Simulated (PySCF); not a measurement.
Compound: C4H9O3S (doublet state).
Z-matrix (Å and degrees, GFN2-xTB geometry), rows numbered from 1:
```
C 
C   1  1.4783
C   2  1.4249  1  120.07
S   3  1.9201  2  108.43  1    78.47
O   4  1.4361  3  109.21  2    75.85
O   4  1.4294  3  108.92  2   -55.34
O   4  1.6346  3  103.38  2  -168.40
C   7  1.4089  4  117.07  3   -86.74
H   1  1.0961  2  109.39  3   -63.64
H   1  1.0910  2  111.07  3    53.78
H   1  1.0858  2  111.60  3   176.00
H   2  1.0772  1  118.96  3   162.21
H   3  1.0839  2  115.76  1  -167.91
H   3  1.0854  2  115.24  1   -32.77
H   8  1.0904  7  107.85  4  -142.97
H   8  1.0935  7  110.12  4    97.46
H   8  1.0922  7  109.32  4   -23.66
```

The hyperfine couplings belong to this conformer and change with its torsions.

As a line formula: `C[CH]CS(=O)(=O)OC` [radical].

Level of theory: PySCF, UKS B3LYP, pcH-1 on C H O S, non-relativistic, mean-field spin-orbit, GIAO. The structure is a single GFN2-xTB conformer in the gas phase; no vibrational or solvent corrections. The geometry wasn't refined by DFT: couplings that depend on bond lengths, twists or pyramidal angles can differ widely from those at the functional's own minimum. No stability test was run, so a lower SCF solution isn't excluded.

**Question.** What is the g tensor, term by term?

**Answer.** 
```tsv
Δg (ppm)	1	2	3
relativistic mass correction	-183	-183	-183
gauge correction	10	25	20
orbital Zeeman/spin–orbit	63	566	1014
total	-110	409	850
```

So g = 2.00221, 2.00273, 2.00317 and g_iso = 2.00270; the tensor is rhombic: the two nearest values differ by 46 % of g3 − g1. 

**Question.** What effective moment and Curie constant follow for a powder?

**Answer.** With the mean of g² = 4.0108 and S(S+1) = 0.75: μ_eff = √(⟨g²⟩S(S+1)) = 1.734 μB and χT = 0.12505·⟨g²⟩·S(S+1) = 0.376 cm³ K/mol (cgs; spin-Hamiltonian part alone).

**Question.** At 9.643 GHz, how far is the centre of the isotropic spectrum from where a free electron (g = 2.002319) resonates?

**Answer.** B = hν/(g μB) with μB/h = 13.99624 MHz/mT gives 344.09 mT for the free electron and 344.02 mT at g_iso, 0.07 mT lower.

**Question.** What are the electron Larmor frequencies g μB B/h along the three axes at 1200 mT?

**Answer.** 33.6281, 33.6368, 33.6442 GHz for g1, g2 and g3, a range of 16.1 MHz.

**Question.** In a frozen sample, at which fields do the three g values resonate at 9.5, 34, 94 and 263 GHz (hyperfine left aside), and which band first spreads them over more than twice a line width of 0.3 mT?

**Answer.** 
```
band    GHz  B(g3) mT  B(g2) mT  B(g1) mT  spread mT
   X    9.5    338.84    338.91    339.00       0.16
   Q   34.0   1212.69   1212.96   1213.27       0.58
   W   94.0   3352.73   3353.47   3354.34       1.61
   J  263.0   9380.51   9382.58   9385.01       4.50
```

The spread grows in proportion to the frequency. W band is the first where it exceeds 0.6 mT.

Largest spin populations (Mulliken): C2 (+0.92), C3 (-0.10), S4 (+0.09) and C1 (-0.07). C2 is the only atom above +0.15. The angles at C2 add up to 357.6°, so it is nearly planar; its axial dipolar tensor and the negative coupling of its proton fit spin in a p orbital normal to that plane.

The HOMO–LUMO gaps are 6.58 eV among the α and 6.03 eV among the β orbitals.
